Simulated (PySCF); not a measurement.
A structure optimised at PBE0-D3(BJ)/def2-SVP, used in a PySCF frequency run:

```xyz
13

Al     0.1400     0.2019     0.4223
C      1.3477    -0.2688     1.8694
H      1.0558    -1.2290     2.3254
H      1.3730     0.4891     2.6680
H      2.3763    -0.3965     1.4940
O     -0.0136    -0.8786    -0.8847
C     -0.6879    -1.0060    -2.0845
H     -1.3252    -0.1318    -2.3261
H      0.0190    -1.1332    -2.9254
H     -1.3461    -1.8949    -2.0794
N     -0.8011     1.7060     0.4127
H     -0.7699     2.4058     1.1452
H     -1.4453     2.0008    -0.3120
```
Charge 0, spin multiplicity 1.

Question: Write its SMILES and formula.

Answer: C[O][Al]([CH3])[NH2], C2H8AlNO

Question: What are its rotational constants (standard atomic weights)?

Answer: 5.4687, 2.5868, 1.7957 GHz
